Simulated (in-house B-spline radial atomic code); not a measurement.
# Ionising Br⁸⁺ with different functionals

Computed with a B-spline radial code for spherical atoms: four-component Dirac-Coulomb Hamiltonian, Fermi nucleus of rms radius 4.1629 fm, spin-restricted, spherical fractional occupations for the functionals. The ionisation energy is the difference of two self-consistent energies, [Ar] 3d9 → [Ar] 3d8, without Breit or QED terms; ε is the level of the shell that loses the electron (mean over j). The electron is taken from both j subshells in proportion to 2j + 1, so the result is a j average, not the step between ground levels.

Hybrids are left out here: with spherical fractional occupations of an open shell their exact exchange keeps a self-interaction that integer-occupation calculations don't have.

| method | rung | ΔSCF (eV) | -ε(3d) (eV) |
| --- | --- | --- | --- |
| LDA VWN5 | LDA | 228.91 | 210.80 |
| relativistic LDA | LDA | 228.90 | 210.80 |
| LDA PW92 | LDA | 228.89 | 210.79 |
| LDA exchange-only | LDA | 226.58 | 208.50 |
| PBE | GGA | 228.61 | 210.50 |
| PBEsol | GGA | ? | ? |
| BLYP | GGA | 228.48 | 210.37 |
| RPBE | GGA | 228.54 | 210.42 |
| PW91 | GGA | 228.80 | 210.68 |
| BP86 | GGA | 228.69 | 210.57 |
| AM05 | GGA | 228.60 | 210.49 |
| OLYP | GGA | ? | ? |

Task: What does OLYP give?

Result: ΔSCF 229.62 eV, and -ε(3d) = 211.46 eV.

Task: What does PBEsol give?

Result: ΔSCF 228.55 eV, and -ε(3d) = 210.44 eV.

Task: How do they compare with the NIST value?

Result: NIST lists 224 eV ± 2.2 (tabulated theory, ground level to ground level). Errors run from +2.58 to +5.62 eV. The correlated functionals all miss on the same side by more than they spread, so the cause is common to them (Breit-QED terms, spin polarisation, the choice among j levels, multiplet and fine-structure energies, or a listed next ion that isn't the cheapest removal here) and closeness doesn't rank the functionals.
